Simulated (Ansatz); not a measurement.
Start from `O[C](=S)[InH][F]` and change one atom or group to get `NCC(O)=S`.

Ansatz, PBE0-D4/def2-TZVP geometries, multiplicity 1. Each molecule was computed in one conformer, which needn't be the lowest.

Elements past krypton have def2 core potentials.

```json
{"property": "HOMO energy (PBE0/def2-TZVPP) / eV", "`O[C](=S)[InH][F]`": "-6.51"}
{"property": "size of the dipole moment (ωB97M-V/def2-TZVPP) / D", "`O[C](=S)[InH][F]`": "3.77"}
{"property": "LUMO energy (ωB97M-V/def2-TZVPP) / eV", "`O[C](=S)[InH][F]`": "-0.96"}
{"property": "HOMO–LUMO gap (ωB97M-V/def2-TZVPP) / eV", "`O[C](=S)[InH][F]`": "7.62"}
{"property": "HOMO energy (PBE/def2-TZVPP) / eV", "`O[C](=S)[InH][F]`": "-5.43"}
{"property": "LUMO energy (PBE/def2-TZVPP) / eV", "`O[C](=S)[InH][F]`": "-3.40"}
```

(1) Give the same properties after the change, and the shifts. (An estimate is asked.)

Answers

(1) Computed: 
```tsv
property	`NCC(O)=S`	shift
HOMO energy (PBE0/def2-TZVPP) / eV	-6.66	-0.15
size of the dipole moment (ωB97M-V/def2-TZVPP) / D	1.96	-1.81
LUMO energy (ωB97M-V/def2-TZVPP) / eV	0.66	1.62
HOMO–LUMO gap (ωB97M-V/def2-TZVPP) / eV	9.53	1.91
HOMO energy (PBE/def2-TZVPP) / eV	-5.38	0.05
LUMO energy (PBE/def2-TZVPP) / eV	-2.42	0.98
```

With PBE0 the HOMO falls by 0.15 eV and the LUMO rises by 1.17 eV, so the gap widens by about 1.32 eV. PBE moves the HOMO by 0.05 eV and ωB97M-V by -0.30 eV. Dipoles are sizes alone; their direction can turn.
